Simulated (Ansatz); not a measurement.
`C[CH2][GeH2][NH2]`, charge 0, multiplicity 1.

(1) Give a relaxed structure at PBE0-D4/def2-TZVP (the Gaussian-basis code of Ansatz). (Estimate.)

Answers

(1) The calculation gave: 
Z-matrix (Å, degrees):
```
C
C 1 1.522
H 1 1.094 2 111.3
H 1 1.094 2 111.5 3 -119.9
H 1 1.093 2 111.8 3 120.0
Ge 2 1.965 1 112.8 3 59.2
H 2 1.094 1 110.8 3 -61.7
H 2 1.095 1 110.9 3 -179.8
N 6 1.846 2 114.1 1 -56.7
H 6 1.542 2 109.5 1 61.5
H 6 1.541 2 110.3 1 -176.4
H 9 1.011 6 114.6 2 -60.2
H 9 1.010 6 114.3 2 66.0
```
This is one stationary point; other conformers may exist.
